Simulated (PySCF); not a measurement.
W(Cl)6, Cl6W, SMILES [Cl][W]([Cl])([Cl])([Cl])([Cl])[Cl] (PBE0/def2-SVP optimised geometry):

```
7

W      0.000     0.000     0.000
Cl     2.299     0.000     0.000
Cl     0.001     0.983    -2.078
Cl    -0.001    -0.983     2.078
Cl    -2.299     0.000     0.000
Cl     0.000    -2.078    -0.983
Cl     0.000     2.078     0.983
```

Computed with PySCF with PBE0/def2-TZVP, def2 effective core potentials past Kr.

Question: What are the frontier orbital energies and the dipole moment?

Answer: HOMO-2 -9.19 eV, HOMO-1 -9.19 eV, HOMO -9.19 eV, LUMO -5.25 eV, LUMO+1 -5.25 eV; dipole moment 0.00 D.

On the same geometry PBE/def2-TZVP, def2 effective core potentials past Kr run with PySCF gives HOMO-2 -7.82 eV, HOMO-1 -7.82 eV, HOMO -7.82 eV, LUMO -5.65 eV, LUMO+1 -5.65 eV; dipole moment 0.00 D.
